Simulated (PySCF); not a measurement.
Al(H)(OH)(NH2) (AlH4NO), SMILES [NH2][AlH][OH].

Geometry optimised at TPSSh-D3(BJ)/def2-TZVP. Other conformers were not sampled.

The numbers are results of C-PCM-B3LYP/def2-SVP (PySCF), not measurements.

The values are the electrostatic part of the solvation free energy, E(continuum) − E(gas) at the gas-phase geometry, in a cavity of scaled van der Waals radii (PySCF's table); cavitation and dispersion terms are not included. A continuum can't describe solvent molecules that bind to the metal. In vacuum the orbital gap is 7.09 eV. The dipole moment in vacuum is 0.38 D.

Computed values in water (ε = 78.36), methanol (ε = 32.61), n-hexane (ε = 1.88):
| solvent | ε | ΔG(elec) (kcal/mol) | dipole (D) | gap (eV) |
|---|---|---|---|---|
| water | 78.36 | -6.3 | 0.41 | 7.21 |
| methanol | 32.61 | -6.2 | 0.41 | 7.21 |
| n-hexane | 1.88 | -2.9 | 0.40 | 7.15 |
